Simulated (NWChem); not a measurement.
System: SnHOBr, singlet; SMILES [Sn]([Br])[OH]

NWChem input:

```
start job
memory heap 200 mb stack 900 mb global 1100 mb
geometry units angstroms noautoz
  Sn     0.307239     0.962777     0.000000
  Br    -0.233538    -1.543430     0.000000
  O     -1.575997     1.596955     0.000000
  H     -2.238957     0.893336     0.000000
end
basis spherical
  Sn library 3-21g
  Br library 3-21g
  O library 3-21g
  H library 3-21g
end
dft
  xc hfexch
  iterations 150
  mulliken
end
task dft energy
```

Parts of the log:

```
             Northwest Computational Chemistry Package (NWChem) 7.3.0
             --------------------------------------------------------

 CS  symmetry detected

                             Geometry "geometry" -> ""
                             -------------------------

 Output coordinates in angstroms (scale by  1.889725989 to convert to a.u.)

  No.       Tag          Charge          X              Y              Z
 ---- ---------------- ---------- -------------- -------------- --------------
    1 Sn                  50.0000     0.31851412     0.90770178     0.00000000
    2 Br                  35.0000    -0.02405921    -1.63319507     0.00000000
    3 O                    8.0000    -1.60865482     1.39224223     0.00000000
    4 H                    1.0000    -2.21439492     0.63880040     0.00000000

 Effective nuclear repulsion energy (a.u.)     531.7335410128

      Symmetry information
      --------------------

 Group name             Cs
 Group number              2
 Group order               2
 No. of unique centers     4

  xc_inp: hfexch multiplicative factor not found.

                                 NWChem DFT Module
                                 -----------------

 Summary of "ao basis" -> "ao basis" (spherical)
 ------------------------------------------------------------------------------
       Tag                 Description            Shells   Functions and Types
 ---------------- ------------------------------  ------  ---------------------
 Sn                          3-21g                  13       31   6s5p2d
 Br                          3-21g                  10       22   5s4p1d
 O                           3-21g                   5        9   3s2p
 H                           3-21g                   2        2   2s

      Symmetry analysis of basis
      --------------------------

        a'         47
        a"         17

            General Information
            -------------------
          SCF calculation type: DFT
          Wavefunction type:  closed shell.
          No. of atoms     :     4
          No. of electrons :    94
           Alpha electrons :    47
            Beta electrons :    47
          Charge           :     0
          Spin multiplicity:     1
          Use of symmetry is: on ; symmetry adaption is: on
          Maximum number of iterations: 150
          AO basis - number of functions:    64
                     number of shells:    30
          Convergence on energy requested:  1.00D-06
          Convergence on density requested:  1.00D-05
          Convergence on gradient requested:  5.00D-04

              XC Information
              --------------
                     Hartree-Fock (Exact) Exchange  1.000

      Superposition of Atomic Density Guess
      -------------------------------------

 Sum of atomic energies:       -8631.16559492

      Non-variational initial energy
      ------------------------------

 Total energy =   -8631.360359
 1-e energy   =  -13009.953346
 2-e energy   =    3846.859446
 HOMO         =      -0.279183
 LUMO         =      -0.038129

      Symmetry analysis of molecular orbitals - initial
      -------------------------------------------------

  Numbering of irreducible representations:

     1 a'          2 a"

  Orbital symmetries:

     1 a'          2 a'          3 a'          4 a'          5 a'
     6 a"          7 a'          8 a'          9 a'         10 a"
    11 a'         12 a'         13 a'         14 a"         15 a'
    16 a'         17 a'         18 a'         19 a"         20 a"
    21 a'         22 a'         23 a'         24 a"         25 a'
    26 a'         27 a'         28 a"         29 a'         30 a'
    31 a"         32 a'         33 a"         34 a'         35 a'
    36 a'         37 a"         38 a"         39 a'         40 a'
    41 a'         42 a'         43 a"         44 a'         45 a"
    46 a'         47 a'         48 a"         49 a'         50 a'
    51 a'         52 a'         53 a'         54 a"         55 a'
    56 a'         57 a"

     ---------------------------------------------
      Total Density - Mulliken Population Analysis
     ---------------------------------------------

    Atom       Charge   Shell Charges
 -----------   ------   -------------------------------------------------------
    1 Sn  50    48.69   2.00  2.00  6.00  2.00  6.00  2.00  5.93  0.93  0.58  0.95  0.31 10.00 10.00
    2 Br  35    35.64   2.00  2.00  5.99  2.00  5.97  0.78  2.40  1.22  3.29 10.00
    3 O    8     9.17   1.99  0.44  2.33  1.45  2.96
    4 H    1     0.50   0.32  0.18

   convergence    iter        energy       DeltaE   RMS-Dens  Diis-err
 ---------------- ----- ----------------- --------- --------- ---------
 d= 0,ls=0.0,diis     1  -8631.3646495307 -9.16D+03  1.31D-02  5.72D-01
 d= 0,ls=0.0,diis     2  -8631.4076788175 -4.30D-02  4.14D-03  3.24D-01
 d= 0,ls=0.0,diis     3  -8631.4364802187 -2.88D-02  1.05D-03  1.80D-03
 d= 0,ls=0.0,diis     4  -8631.4369765947 -4.96D-04  3.93D-04  2.03D-04
 d= 0,ls=0.0,diis     5  -8631.4370557433 -7.91D-05  2.24D-04  2.63D-05
  Resetting Diis
 d= 0,ls=0.0,diis     6  -8631.4370734580 -1.77D-05  5.58D-05  1.92D-06
 d= 0,ls=0.0,diis     7  -8631.4370747229 -1.26D-06  7.08D-06  9.75D-08
 d= 0,ls=0.0,diis     8  -8631.4370747692 -4.63D-08  6.83D-06  2.69D-08

         Total DFT energy =    -8631.437074769210
      One electron energy =   -13009.616982686164
           Coulomb energy =     4103.505348085472
    Exchange-Corr. energy =     -257.058981181343
 Nuclear repulsion energy =      531.733541012825

 Numeric. integr. density =        0.000000000000

                  Occupations of the irreducible representations
                  ----------------------------------------------

                     irrep           alpha         beta
                     --------     --------     --------
                     a'               34.0         34.0
                     a"               13.0         13.0

                       DFT Final Molecular Orbital Analysis
                       ------------------------------------

 Vector   45  Occ=2.000000D+00  E=-4.010690D-01  Symmetry=a'
              MO Center= -5.0D-02, -1.4D+00, -2.3D-16, r^2= 2.3D+00
   Bfn.  Coefficient  Atom+Function         Bfn.  Coefficient  Atom+Function
  ----- ------------  ---------------      ----- ------------  ---------------
    46      0.531907  2 Br px                42      0.424103  2 Br px
    38     -0.290784  2 Br px                47     -0.274586  2 Br py
    43     -0.211011  2 Br py                39      0.146411  2 Br py
    61     -0.133179  3 O  py                57     -0.105974  3 O  py
    34      0.093447  2 Br px                16      0.083767  1 Sn py

 Vector   46  Occ=2.000000D+00  E=-4.010339D-01  Symmetry=a"
              MO Center= -6.6D-02, -1.5D+00, -2.0D-16, r^2= 1.9D+00
   Bfn.  Coefficient  Atom+Function         Bfn.  Coefficient  Atom+Function
  ----- ------------  ---------------      ----- ------------  ---------------
    48      0.616865  2 Br pz                44      0.473357  2 Br pz
    40     -0.328190  2 Br pz                62     -0.126615  3 O  pz
    36      0.105549  2 Br pz                58     -0.093065  3 O  pz
    21      0.066470  1 Sn pz                17      0.052979  1 Sn pz
    13     -0.045382  1 Sn pz                28      0.029055  1 Sn d -1

 Vector   47  Occ=2.000000D+00  E=-3.512504D-01  Symmetry=a'
              MO Center=  4.3D-01,  3.3D-01,  5.7D-16, r^2= 4.4D+00
   Bfn.  Coefficient  Atom+Function         Bfn.  Coefficient  Atom+Function
  ----- ------------  ---------------      ----- ------------  ---------------
    18      0.449629  1 Sn s                 47     -0.326991  2 Br py
    14      0.308195  1 Sn s                 46     -0.252179  2 Br px
    15      0.248112  1 Sn px                43     -0.247934  2 Br py
    10     -0.240556  1 Sn s                 16      0.201503  1 Sn py
    42     -0.178668  2 Br px                39      0.171079  2 Br py

 Vector   48  Occ=0.000000D+00  E= 7.014187D-04  Symmetry=a"
              MO Center=  2.5D-01,  8.8D-01, -8.8D-16, r^2= 4.0D+00
   Bfn.  Coefficient  Atom+Function         Bfn.  Coefficient  Atom+Function
  ----- ------------  ---------------      ----- ------------  ---------------
    21      0.722503  1 Sn pz                17      0.390671  1 Sn pz
    13     -0.312307  1 Sn pz                62     -0.236711  3 O  pz
    48     -0.232177  2 Br pz                58     -0.144474  3 O  pz
     9      0.139370  1 Sn pz                44     -0.115003  2 Br pz
    40      0.082520  2 Br pz                 5     -0.038422  1 Sn pz

 Vector   49  Occ=0.000000D+00  E= 8.329199D-02  Symmetry=a'
              MO Center=  4.0D-01,  8.9D-01,  2.4D-15, r^2= 5.1D+00
   Bfn.  Coefficient  Atom+Function         Bfn.  Coefficient  Atom+Function
  ----- ------------  ---------------      ----- ------------  ---------------
    20      1.032022  1 Sn py                45      0.595755  2 Br s
    47      0.535259  2 Br py                16      0.311502  1 Sn py
    18     -0.273366  1 Sn s                 59     -0.268487  3 O  s
    12     -0.265109  1 Sn py                43      0.148150  2 Br py
    19     -0.147033  1 Sn px                46      0.146673  2 Br px

 Vector   50  Occ=0.000000D+00  E= 1.255059D-01  Symmetry=a'
              MO Center= -4.5D-02,  7.8D-01,  8.1D-16, r^2= 5.1D+00
   Bfn.  Coefficient  Atom+Function         Bfn.  Coefficient  Atom+Function
  ----- ------------  ---------------      ----- ------------  ---------------
    19      1.078123  1 Sn px                59      0.569901  3 O  s
    18     -0.514771  1 Sn s                 47      0.327057  2 Br py
    45      0.278878  2 Br s                 60      0.253407  3 O  px
    20      0.209157  1 Sn py                10      0.177939  1 Sn s
    11     -0.164877  1 Sn px                46     -0.165637  2 Br px

[...]
```

Level: Hartree-Fock/3-21G, non-relativistic. Low-valent species are run as closed-shell singlets; no triplet was tried in these runs. Coordinates come from a PBE0/def2-SVP (def2 core potentials past Kr) optimisation.
